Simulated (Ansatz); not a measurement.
`[Cl][SnH]([Cl])[GeH3]` + `C[SeH]` → `C[Se][SnH]([Cl])[Cl]` + GeH₄ at 400 K and 1 bar (cleavage of the Sn–Ge bond).

Isolated molecules relaxed with PBE0-D4/def2-TZVP in Ansatz; ΔE leaves out vibrations. CBS: MP2 limit from def2 TZ/QZ plus the TZ coupled-cluster correction, frozen cores. def2 core potentials past Kr. For Ge, Se, Sn outer-core shells are correlated without core-valence functions, which leaves a few kJ/mol of doubt a bond. Scalar relativity is left out up to krypton. One conformer a species, not always the lowest.

| species | CCSD(T)/CBS energy (Eh) | H − E (kJ/mol) | S (J/(mol·K)) |
| --- | --- | --- | --- |
| `[Cl][SnH]([Cl])[GeH3]` | -3212.19414 | 122.0 | 437.5 |
| `C[SeH]` | -2441.15625 | 135.4 | 284.5 |
| `C[Se][SnH]([Cl])[Cl]` | -3574.86900 | 164.0 | 458.5 |
| GeH₄ | -2078.49493 | 93.6 | 231.8 |

H − E and S are ideal-gas, rigid-rotor, harmonic terms from PBE0-D4/def2-TZVP, for one conformer and one mirror image of each species. 1 Eh = 2625.50 kJ/mol, R = 8.31446 J/(mol·K).

**Question.** By hand: ΔE, ΔH, ΔS and ΔG.

**Answer.** ΔE = (-3574.86900) + (-2078.49493) − (-3212.19414) − (-2441.15625) = -0.01354 Eh = -35.5 kJ/mol. Δ(H − E) = 164.0 + 93.6 − 122.0 − 135.4 = 0.2, so ΔH = -35.3 kJ/mol. ΔS = 458.5 + 231.8 − 437.5 − 284.5 = -31.7 J/(mol·K). ΔG = -35.3 − 400 × (-31.7)/1000 = -22.6 kJ/mol.

**Question.** By hand: the equilibrium constant, and the temperature at which ΔG would vanish if ΔH and ΔS stayed fixed.

**Answer.** log₁₀ K = −ΔG/(RT ln 10) = 3.0. ΔG = 0 at ΔH/ΔS = 1114 K.

TΔS isn't small against ΔH here. A doubt of 5 kJ/mol in ΔE shifts log₁₀ K by 0.7 here. Other conformers and mirror images would add mixing entropy, several J/(mol·K) or more a flexible species. Modes under 60 cm⁻¹, often nearly free rotors, make the harmonic entropy too high. These are equilibria of isolated gas molecules and say nothing of rates. Largest T1 diagnostic: 0.012 (customary marks: 0.02 for closed shells, 0.045 for open ones).
